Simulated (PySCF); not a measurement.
## Assignment exercise: C4H2F3NO

Bonds (- single, = double, # triple, : aromatic): N1#C2 1.141 Å, C2-C3 1.442 Å, C3-F4 1.353 Å, C3-O5 1.374 Å, O5-C6 1.402 Å, C6-C7 1.517 Å, C7-F8 1.353 Å, C7-F9 1.347 Å, C6-C3 1.478 Å. C6 carries H10; C7 carries H11. Stereochemistry as in N#C[C@@]1(F)O[C@H]1C(F)F.

[PySCF: coordinates at the GFN2-xTB level; shielding tensors at PBE0/pcSseg-1 (GIAO); a single conformation; non-relativistic Hamiltonian; in vacuum]

Chemical shifts δ = σref − σ; ¹³C (186.93 ppm), ¹H (31.72 ppm) vs TMS, all at this level.

(1) Assign these signals to the numbered atoms. ¹³C{¹H} NMR (computed): δ 121.7 (CH), 115.9 (C), 80.5 (C), 62.3 (CH).

(2) Assign these signals to the numbered atoms. ¹H NMR (500 MHz, computed): δ 5.84 (m, 1H), 3.55 (m, 1H).

Answers

(1) 
| δ (ppm) | atoms | environment | reason |
| --- | --- | --- | --- |
| 121.7 | C7 | sp3 CH bonded to 2 F | 2 electronegative neighbours deshield it |
| 115.9 | C2 | nitrile carbon | this is the usual window of a C≡N carbon, which has no attached hydrogen |
| 80.5 | C3 | epoxide ring carbon | 2 electronegative neighbours deshield it |
| 62.3 | C6 | epoxide ring carbon | – |

(2) 
| δ (ppm) | atoms | environment | reason |
| --- | --- | --- | --- |
| 5.84 | H11 | hydrogen on an sp3 CH bonded to 2 F | its carbon carries F, hence the downfield position |
| 3.55 | H10 | hydrogen on an epoxide ring carbon | its carbon carries O, hence the downfield position |

Splittings by ¹⁹F in the carbon and heteronuclear signals aren't shown, as no couplings were computed. Shifts are as computed. Against solution values, carbons near 30 ppm lie about +3 ppm off and those near 130 ppm about +5 ppm. Of 1211 compounds with measured shifts, 218 miss one by over three times the rms of a fit or turn the order of signals round; such compounds aren't used in these exercises. Multiplicities follow the n + 1 count of equivalent neighbours, as no J values were calculated; m marks all less simple cases, F and P coupling included.
